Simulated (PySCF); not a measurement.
Species: C₁₀H₁₄.
Structure used (PBE0-D3(BJ)/def2-SVP), in Å, numbered top down from 1:
```
atom  x, y, z in Å
C1     4.164    1.250    0.011
C2     3.631   -0.130    0.180
C3     2.332   -0.473    0.103
C4     1.843   -1.821    0.274
C5     0.542   -2.194    0.202
C6    -0.542   -1.318   -0.057
C7    -1.486   -0.582   -0.285
C8    -2.605    0.326   -0.530
C9    -3.713    0.132    0.510
C10   -2.130    1.780   -0.584
H11    4.885    1.299   -0.823
H12    4.710    1.580    0.911
H13    3.361    1.974   -0.188
H14    4.366   -0.920    0.385
H15    1.581    0.300   -0.100
H16    2.587   -2.598    0.480
H17    0.292   -3.250    0.353
H18   -3.024    0.069   -1.521
H19   -4.565    0.792    0.290
H20   -3.342    0.371    1.519
H21   -4.072   -0.907    0.520
H22   -1.700    2.082    0.384
H23   -1.359    1.918   -1.356
H24   -2.972    2.452   -0.811
```

Level of theory: PySCF 2.14.0, PBE0-D3(BJ)/def2-SVP geometry optimisation, gas phase.

Take the most abundant isotopes and a rigid rotor. The values belong to one conformer with, in the numbering `[CH3:1]/[CH:2]=[CH:3]/[CH:4]=[CH:5]\[C:6]#[C:7][CH:8]([CH3:9])[CH3:10]`, C2–C3–C4–C5 180°.

(1) Give the principal moments of inertia and the rotational constants in MHz.

(2) Classify the top.

(3) What does the inertial defect say?

(4) List the rotational levels J(Ka,Kc) to J = 4 (cm⁻¹).

(5) Which lines would a microwave search look for?

Results:

(1) Ia = 236.59, Ib = 983.95, Ic = 1184.54 u·Å²; 505379 MHz·u·Å²/I gives A = 2136, B = 513.6, C = 426.6 MHz.

(2) An asymmetric top; Ray's κ = -0.898.

(3) Not planar: Δ = Ic − Ia − Ib = -36.00 u·Å². For a rigid frame Δ = −2 Σ m c², so Σ m c² = 18.00 u·Å² lies off the ab plane: 8.78 from hydrogen and 9.22 from heavier atoms. The atom farthest from that plane is 1.71 Å away.

(4) Above 0(0,0):
J = 1: 1(0,1) 0.0314, 1(1,1) 0.0855, 1(1,0) 0.0884
J = 2: 2(0,2) 0.0940, 2(1,2) 0.1453, 2(1,1) 0.1540, 2(2,1) 0.3164, 2(2,0) 0.3165
J = 3: 3(0,3) 0.1876, 3(1,3) 0.2350, 3(1,2) 0.2524, 3(2,2) 0.4105, 3(2,1) 0.4110, 3(3,1) 0.6884, 3(3,0) 0.6884
J = 4: 4(0,4) 0.3119, 4(1,4) 0.3544, 4(1,3) 0.3834, 4(2,3) 0.5358, 4(2,2) 0.5375, 4(3,2) 0.8141, 4(3,1) 0.8141, 4(4,1) 1.2028, 4(4,0) 1.2028
The levels of one J sum to (2J + 1)J(J + 1)(A + B + C)/3.

(5) The dipole components are |μa| = 0.19 D, |μb| = 0.88 D, |μc| = 0.04 D. The squared components, which scale the intensities, stand as 0.05 : 1.00 : 0.00 (a : b : c). Some lines, for components of 0.1 D or more:

```tsv
type	branch	J(Ka,Kc)	MHz	lower level (cm⁻¹)
a	R	1(0,1) ← 0(0,0)	940	0.000
b	Q	1(1,0) ← 1(0,1)	1709	0.031
a	R	2(1,2) ← 1(1,1)	1794	0.085
b	Q	2(1,1) ← 2(0,2)	1800	0.094
a	R	2(0,2) ← 1(0,1)	1877	0.031
a	R	2(1,1) ← 1(1,0)	1968	0.088
b	R	1(1,1) ← 0(0,0)	2563	0.000
b	R	2(1,2) ← 1(0,1)	3416	0.031
b	Q	2(2,0) ← 2(1,1)	4871	0.154
b	Q	2(2,1) ← 2(1,2)	5128	0.145
b	R	2(2,1) ← 1(1,0)	6835	0.088
b	R	2(2,0) ← 1(1,1)	6925	0.085
```

Not checked by PBE0-D3(BJ)/def2-SVP frequencies. Constants of a rigid frame at the computed geometry: no zero-point averaging, no centrifugal distortion. A rigid rotor knows nothing of internal rotation, which can split or shift real lines.
